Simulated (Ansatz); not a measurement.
## Nudged elastic band run: F$_{4}$H$_{4}$NSTa

input.yaml

```yaml
crystal:
  periodic: [false, false, false]
  atoms:
    - { symbol: Ta, position_ang: [0.120968, 0.018186, 0.163719] }
    - { symbol: "N", position_ang: [2.094325, 0.384854, 0.081929] }
    - { symbol: H, position_ang: [2.65301, 0.752494, 0.85989] }
    - { symbol: H, position_ang: [2.708028, 0.138591, -0.702419] }
    - { symbol: F, position_ang: [0.279359, 0.440506, 2.010099] }
    - { symbol: F, position_ang: [0.411678, -0.920566, -1.471516] }
    - { symbol: F, position_ang: [-0.645743, 1.609112, -0.481132] }
    - { symbol: F, position_ang: [-1.514412, -0.963529, 0.447815] }
    - { symbol: S, position_ang: [0.850898, -2.550794, 1.227411] }
    - { symbol: H, position_ang: [0.672411, -3.203314, 0.044424] }
    - { symbol: H, position_ang: [2.199676, -2.483241, 1.042981] }
basis:
  gaussian: { orbitals: def2-SVP }
hamiltonian:
  xc: pbe
  dispersion: d4
neb:
  order_check: false
  images: 5
  f_tol: 0.03
  max_iterations: 60
  spring: { min: 2.0, max: 10.0 }
  final_atoms:
    - { symbol: Ta, position_ang: [-0.06394945, -0.44775586, 0.31688507] }
    - { symbol: "N", position_ang: [2.26534163, -0.08211214, 0.25689984] }
    - { symbol: H, position_ang: [2.53293112, 0.73841838, 0.81843922] }
    - { symbol: H, position_ang: [2.59965566, 0.08263539, -0.70308563] }
    - { symbol: F, position_ang: [0.19515426, 0.12625961, 2.10875019] }
    - { symbol: F, position_ang: [0.30581611, -1.1579704, -1.41199403] }
    - { symbol: F, position_ang: [0.09660473, 1.35089983, -0.32637923] }
    - { symbol: F, position_ang: [-1.94224641, -0.54063294, 0.25750294] }
    - { symbol: S, position_ang: [0.54298648, -2.64764622, 1.23495712] }
    - { symbol: H, position_ang: [0.52308989, -3.30426818, 0.041051] }
    - { symbol: H, position_ang: [2.77481399, -0.89552846, 0.6301745] }
  initial_path:
    images:
      - { positions_ang: [[0.120968, 0.018186, 0.163719], [2.094325, 0.384854, 0.081929], [2.65301, 0.752494, 0.85989], [2.708028, 0.138591, -0.702419], [0.279359, 0.440506, 2.010099], [0.411678, -0.920566, -1.471516], [-0.645743, 1.609112, -0.481132], [-1.514412, -0.963529, 0.447815], [0.850898, -2.550794, 1.227411], [0.672411, -3.203314, 0.044424], [2.199676, -2.483241, 1.042981]] }
      - { positions_ang: [[0.08164473, 0.00628778, 0.09502574], [2.23345366, 0.25998938, 0.06564081], [2.77654153, 0.34290632, 0.84774928], [2.82510993, 0.26189946, -0.71010804], [0.16773222, 0.30405559, 1.96877865], [0.29495791, -0.63576804, -1.63796383], [-0.75673443, 1.62026852, -0.35876834], [-1.32437352, -1.20866967, 0.2889844], [0.85583069, -2.44059852, 1.30347455], [0.48269197, -3.2502312, 0.40150147], [2.19334333, -2.03784061, 0.95888631]] }
      - { positions_ang: [[0.04232146, -0.00561045, 0.02633249], [2.37258233, 0.13512475, 0.04935261], [2.90007305, -0.06668137, 0.83560855], [2.94219187, 0.38520792, -0.71779708], [0.05610543, 0.16760519, 1.9274583], [0.17823781, -0.35097008, -1.80441166], [-0.86772587, 1.63142505, -0.23640467], [-1.13433505, -1.45381034, 0.13015381], [0.86076337, -2.33040304, 1.3795381], [0.29297294, -3.29714841, 0.75857894], [2.18701065, -1.59244022, 0.87479161]] }
      - { positions_ang: [[0.00299818, -0.01750867, -0.04236077], [2.51171099, 0.01026013, 0.03306442], [3.02360458, -0.47626905, 0.82346783], [3.0592738, 0.50851637, -0.72548612], [-0.05552135, 0.03115478, 1.88613796], [0.06151772, -0.06617212, -1.97085949], [-0.9787173, 1.64258157, -0.11404101], [-0.94429657, -1.69895101, -0.02867679], [0.86569606, -2.22020756, 1.45560165], [0.10325391, -3.34406561, 1.11565641], [2.18067798, -1.14703983, 0.79069692]] }
      - { positions_ang: [[-0.01931769, -0.1609244, 0.07738784], [2.42958787, -0.02053063, 0.10767623], [2.86004676, -0.07137324, 0.82179162], [2.90606775, 0.36655605, -0.71801929], [0.02803719, 0.06285639, 1.96034203], [0.14295052, -0.43010488, -1.78457101], [-0.62027663, 1.54535432, -0.18482042], [-1.27694652, -1.31284499, 0.06671646], [0.7581262, -2.36268711, 1.38205347], [0.24319924, -3.3307998, 0.75745461], [2.37872332, -1.06320271, 0.73718945]] }
      - { positions_ang: [[-0.04163357, -0.30434013, 0.19713646], [2.34746475, -0.05132138, 0.18228804], [2.69648894, 0.33352257, 0.82011542], [2.7528617, 0.22459572, -0.71055246], [0.11159572, 0.094558, 2.03454611], [0.22438331, -0.79403764, -1.59828252], [-0.26183595, 1.44812707, -0.25559983], [-1.60959647, -0.92673896, 0.1621097], [0.65055634, -2.50516667, 1.3085053], [0.38314456, -3.31753399, 0.39925281], [2.57676865, -0.97936559, 0.68368197]] }
      - { positions_ang: [[-0.06394945, -0.44775586, 0.31688507], [2.26534163, -0.08211214, 0.25689984], [2.53293112, 0.73841838, 0.81843922], [2.59965566, 0.08263539, -0.70308563], [0.19515426, 0.12625961, 2.10875019], [0.30581611, -1.1579704, -1.41199403], [0.09660473, 1.35089983, -0.32637923], [-1.94224641, -0.54063294, 0.25750294], [0.54298648, -2.64764622, 1.23495712], [0.52308989, -3.30426818, 0.041051], [2.77481399, -0.89552846, 0.6301745]] }
```

Run as:

```bash
$ ansatz run input.yaml --threads 4 --pin off --max-ram 5120MiB --backend cpu --events-out ev --progress --plain --runs-dir out
```

Output, in part (warnings, iteration lines, the closing report on the highest movable image, with atoms numbered from 0):

```
NEB end point (image 0): max|allowed force component| = 1.741e-2 eV/Å (the criterion of neb.relax_end_points is 1.000e-2)
NEB end point (image 6): max|allowed force component| = 1.410e-2 eV/Å (the criterion of neb.relax_end_points is 1.000e-2)
NEB iter   1: max|band force component| = 1.361e1 eV/Å  barrier→ = 5.7030 eV  barrier← = 6.5805 eV  Δτ_max = 0.2000 Å  (233 SCF iters)
NEB iter   2: max|band force component| = 2.832e0 eV/Å  barrier→ = 3.0832 eV  barrier← = 3.9607 eV  Δτ_max = 0.2000 Å  (198 SCF iters)
NEB iter   3: max|band force component| = 1.790e0 eV/Å  barrier→ = 1.6853 eV  barrier← = 2.5628 eV  Δτ_max = 0.2000 Å  (188 SCF iters)
NEB iter   4: max|band force component| = 1.110e0 eV/Å  barrier→ = 0.8669 eV  barrier← = 1.7443 eV  Δτ_max = 0.2000 Å  (181 SCF iters)
NEB iter   5: max|band force component| = 6.488e-1 eV/Å  barrier→ = 0.6224 eV  barrier← = 1.4999 eV  Δτ_max = 0.1987 Å  (182 SCF iters)
NEB iter   6: max|band force component| = 5.632e-1 eV/Å  barrier→ = 0.5044 eV  barrier← = 1.3819 eV  Δτ_max = 0.1969 Å  (185 SCF iters)
NEB iter   7: max|band force component| = 6.457e-1 eV/Å  barrier→ = 0.4036 eV  barrier← = 1.2811 eV  Δτ_max = 0.1010 Å  (187 SCF iters)
NEB iter   8: max|band force component| = 5.916e-1 eV/Å  barrier→ = 0.3400 eV  barrier← = 1.2175 eV  Δτ_max = 0.1003 Å  (174 SCF iters)
NEB iter   9: max|band force component| = 5.799e-1 eV/Å  barrier→ = 0.2870 eV  barrier← = 1.1645 eV  Δτ_max = 0.1005 Å  (178 SCF iters)
NEB iter  10: max|band force component| = 2.631e-1 eV/Å  barrier→ = 0.2550 eV  barrier← = 1.1325 eV  CI = image 3  Δτ_max = 0.1806 Å  (166 SCF iters)
NEB iter  11: max|band force component| = 5.071e-1 eV/Å  barrier→ = 0.2858 eV  barrier← = 1.1633 eV  CI = image 3  Δτ_max = 0.0923 Å  (180 SCF iters)
NEB iter  12: max|band force component| = 2.084e-1 eV/Å  barrier→ = 0.2572 eV  barrier← = 1.1347 eV  CI = image 3  Δτ_max = 0.0647 Å  (157 SCF iters)
NEB iter  13: max|band force component| = 2.215e-1 eV/Å  barrier→ = 0.2483 eV  barrier← = 1.1258 eV  CI = image 3  Δτ_max = 0.0324 Å  (161 SCF iters)
NEB iter  14: max|band force component| = 1.154e-1 eV/Å  barrier→ = 0.2477 eV  barrier← = 1.1252 eV  CI = image 3  Δτ_max = 0.0324 Å  (160 SCF iters)
NEB iter  15: max|band force component| = 6.430e-2 eV/Å  barrier→ = 0.2478 eV  barrier← = 1.1253 eV  CI = image 3  Δτ_max = 0.0148 Å  (161 SCF iters)
NEB iter  16: max|band force component| = 3.900e-2 eV/Å  barrier→ = 0.2471 eV  barrier← = 1.1246 eV  CI = image 3  Δτ_max = 0.0174 Å  (162 SCF iters)
NEB iter  17: max|band force component| = 3.136e-2 eV/Å  barrier→ = 0.2465 eV  barrier← = 1.1240 eV  CI = image 3  Δτ_max = 0.0050 Å  (163 SCF iters)
NEB iter  18: max|band force component| = 2.061e-2 eV/Å  barrier→ = 0.2465 eV  barrier← = 1.1240 eV  CI = image 3  Δτ_max = 0.0000 Å  (337 SCF iters)
Total energy: -24789.89994209 eV, -911.0120196739 hartree
Atom 0 at     0.017710    -0.131641     0.181114 Å, force     0.007241    -0.007024    -0.000952 eV/Å
Atom 1 at     2.131024    -0.019019     0.252895 Å, force     0.019346     0.006428    -0.019489 eV/Å
Atom 2 at     2.629611     0.496479     0.988862 Å, force    -0.008424    -0.007996    -0.004372 eV/Å
Atom 3 at     2.716701    -0.098234    -0.587860 Å, force    -0.016734    -0.000384     0.020468 eV/Å
Atom 4 at     0.198886     0.371605     1.998731 Å, force    -0.002517     0.006013     0.005908 eV/Å
Atom 5 at     0.395405    -0.928014    -1.501436 Å, force     0.000470    -0.000135    -0.001385 eV/Å
Atom 6 at    -0.518385     1.547938    -0.469522 Å, force    -0.001562     0.006012    -0.000422 eV/Å
Atom 7 at    -1.682573    -0.941607     0.358758 Å, force    -0.000649    -0.001975     0.001208 eV/Å
Atom 8 at     0.957874    -2.527861     1.213351 Å, force    -0.003902     0.000302    -0.004052 eV/Å
Atom 9 at     1.034735    -3.142054    -0.000396 Å, force     0.001267    -0.000484     0.001600 eV/Å
Atom 10 at     1.949210    -1.405292     0.788703 Å, force     0.005464    -0.000758     0.001488 eV/Å
Dipole moment:     0.702538     0.047906    -0.164199 e Å
```

It converged. Another band between the same ends (5 images) ends at a top of the same energy, where a vibrational analysis finds 1 clearly imaginary mode. The orbitals stay closed-shell, which can raise the energy where a bond breaks towards radicals; this wasn't checked here.

Final band (atoms are numbered from 1 in the order of the input):

| image | path coordinate (Å) | energy (eV) | S9–H11 (Å) | N2–H11 (Å) |
| --- | --- | --- | --- | --- |
| 0 | 0.00 | 0.000 | 1.36 | 3.03 |
| 1 | 0.73 | 0.062 | 1.37 | 2.32 |
| 2 | 1.14 | 0.153 | 1.42 | 1.86 |
| 3 | 1.43 | 0.246 | 1.56 | 1.50 |
| 4 | 1.65 | 0.088 | 1.75 | 1.25 |
| 5 | 2.09 | -0.512 | 2.15 | 1.06 |
| 6 | 3.17 | -0.877 | 2.90 | 1.03 |

Time of the run: 2.7 min on 4 threads of Arm Neoverse V2, with other jobs on the host, peak memory 0.22 GiB.
